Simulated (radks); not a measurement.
Question: Coherent X-ray form factor from a spherical all-electron density. All-electron calculation, scalar-relativistic Kohn-Sham, SCAN, spin-polarised, spherical densities, finite nucleus; meta-GGA in the generalised Kohn-Sham scheme; Fermi nuclear charge, rms radius of each element as measured or else 0.836 A^(1/3) + 0.57 fm. Program: a radial shooting solver on a logarithmic mesh with Libxc functionals.

| sin(theta)/lambda (1/angstrom) | f0 (electrons) |
|---|---|
| 0.05 | 39.902 |
| 0.1 | 39.611 |
| 0.15 | 39.135 |
| 0.2 | 38.485 |
| 0.25 | 37.679 |
| 0.3 | 36.735 |
| 0.4 | 34.529 |
| 0.5 | 32.055 |
| 0.6 | 29.500 |
| 0.8 | 24.719 |
| 1 | 20.889 |
| 1.25 | 17.475 |
| 1.5 | 15.037 |
| 2 | 11.224 |

The species is in the configuration that NIST lists as its ground one. Which atom or ion scatters so?

Answer: The europium ion Eu23+, [Kr] 4d4. Extrapolating in s^2 from the first two rows gives f0(0) = 40.0, near the electron count 40; among species with that count, the fall with angle is slower the higher Z, and the table is that of Z = 63; from so few rows the species is fixed only to a neighbour or two.
